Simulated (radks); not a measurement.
Valence configurations of neutral platinum (all share [Xe]). Method: non-relativistic Kohn-Sham, PBE, spin-polarised, spherical densities, point nucleus; open shells are filled with parallel spins first (spin-orbit coupling, left out, can overturn this in heavy ions); relativity is left out, which matters for an element this heavy; computed with a radial shooting solver on a logarithmic mesh with Libxc functionals. Energies are relative to 4f14 5d9 6s1; eigenvalues in eV for spin up.

valence,E (eV),moment (Bohr magnetons),e(4f),e(5d),e(6p),e(6s)
4f14 5d10,-1.914,0,-78.777,-4.641,-,-
4f14 5d9 6s1,0.000,2,-82.195,-7.538,-,-4.473
4f14 5d9 6p1,3.467,2,-83.809,-9.089,-1.904,-
4f14 5d8 6s2,3.765,2,-86.086,-10.564,-,-5.351
4f14 5d8 6s1 6p1,6.760,4,-87.372,-11.930,-2.484,-6.654
4f13.5 5d8 6s1.5 6p1,49.528,4,-95.619,-14.034,-2.687,-7.092
4f13 5d9 6s2,85.159,2,-98.389,-11.492,-,-5.272
4f13 5d9 6s1 6p1,88.374,4,-99.747,-12.937,-2.467,-6.648
4f12 5d9 6s1 6p2,192.12,6,-118.06,-18.508,-3.666,-8.586
4f12 5d8 6s1 6p3,206.90,8,-123.64,-22.948,-4.767,-10.338

NIST lists [Xe] 4f14 5d9 6s1 as the ground configuration; this level of theory puts 4f14 5d10 lower, by 1.914 eV. The energies are those of spherical high-spin densities, not of single terms. Relativity is left out, which favours d and f over s occupation in heavy atoms.
